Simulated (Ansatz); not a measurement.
Cartesian coordinates in Å:
```
F 2.028 -0.634 -1.280
Si 1.175 0.014 -0.115
Cl 2.453 1.240 0.878
C -0.543 0.582 -0.501
C -0.908 -0.558 0.476
O 0.407 -1.085 0.830
H -0.885 0.425 -1.523
H -0.825 1.577 -0.163
H -1.496 -1.354 0.017
H -1.405 -0.208 1.381
```

The species carries charge 0 and has multiplicity 1.

List the r2SCAN/def2-TZVPP orbital energies in eV (Ansatz 0.2.0). (An estimate is asked.)

The calculation gave: Occupied: -2753.63, -1793.18, -666.54, -516.05, -275.13, -273.40, -255.04, -193.57, -193.44, -193.43, -143.38, -98.28, -98.24, -98.22, -31.72, -27.22, -21.84, -19.82, -16.59, -13.74, -12.85, -12.61, -11.93, -11.57, -11.13, -10.64, -10.10, -8.90, -8.76, -8.43, -7.96, -7.48. Lowest empty: 0.27, 0.65, 0.87, 1.19, 2.03, 2.30, 3.20, 3.40.
